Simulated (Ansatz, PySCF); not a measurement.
Ga(H)(Me)(OMe) (C₂H₇GaO), SMILES C[O][GaH][CH3].

Geometry: B3LYP-D3(BJ)/def2-SVP. One conformer was computed; it need not be the lowest.

Vertical ionisation energy (IE) and electron affinity (EA) in eV. Rows of orbital energies are one-electron estimates. Where ΔSCF, EOM or ADC give a negative EA the extra electron is unbound and the value depends on the basis.

```csv
level,IE,EA
"−ε(HOMO), −ε(LUMO), M06-2X/def2-TZVP (PySCF)",9.16,0.25
"−ε(HOMO), −ε(LUMO), PBE/def2-TZVP (PySCF)",6.17,1.54
"ΔSCF, PBE0/def2-SVPD (Ansatz), final states of multiplicity 2 and 2",9.81,-0.75
"ΔSCF, PBE/def2-SVPD (Ansatz), final states of multiplicity 2 and 2",9.47,-0.72
```

Q: What vertical singlet–triplet gap does ΔSCF give with PBE0/def2-SVPD (Ansatz, a program for electronic structure) and with PBE/def2-SVPD (Ansatz)? (An estimate is asked for; the answer gives what the named calculation found.)

A: 5.25 and 4.84 eV (triplet above singlet where positive).
